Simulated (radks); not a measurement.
The numbers below are computed, except where a source is named.
All-electron atom: Xe3+ in [Kr] 4d10 5s2 5p3. Code: a radial shooting solver on a logarithmic mesh with Libxc functionals. Model: scalar-relativistic Kohn-Sham, PBE, spin-unpolarised, spherical densities, point nucleus.

Normalised radial functions P(r) = r R(r), r in bohr:

```
   r/bohr * 3p, o 4p, + 4f (the largest magnitude, 2, reaches the edge; | marks zero, & curves that meet)
 0.003078                             &
 0.004138                             &
 0.005608                             &*
  0.00754                             +&
  0.01022                             +o*
  0.01374                             + o *
  0.01862                             +  o  *
  0.02503                             +   o   *
  0.03393                             +    o     *
  0.04562                             +     o       *
  0.06133                             +      o       *
  0.08312                             +    o       *
   0.1117                             +o  *
   0.1514                    *   o    |+
   0.2036       *           o         |+
    0.276  *                  o       |  +
    0.371       *                     |o  +
   0.5028                  *          |     +     o
    0.676                         *   |       +         o
   0.9162                            *|        +    o
    1.232                             *      o +
    1.669                             * o     +
    2.245                             &      +
    3.018                             &     +
     4.09                             &  +
    5.499                             &+
    7.452                             &
    10.02                             &
```

3p: eigenvalue -950.73 eV, 1 radial node at r = 0.124 bohr, <r> = 0.304 bohr, 90 % of the charge inside 0.456 bohr. 4p: eigenvalue -174.91 eV, 2 radial nodes at r = 0.118, 0.364 bohr, <r> = 0.764 bohr, 90 % of the charge inside 1.12 bohr. 4f (empty): eigenvalue -15.423 eV, 0 radial nodes, <r> = 1.97 bohr, 90 % of the charge inside 3.48 bohr.
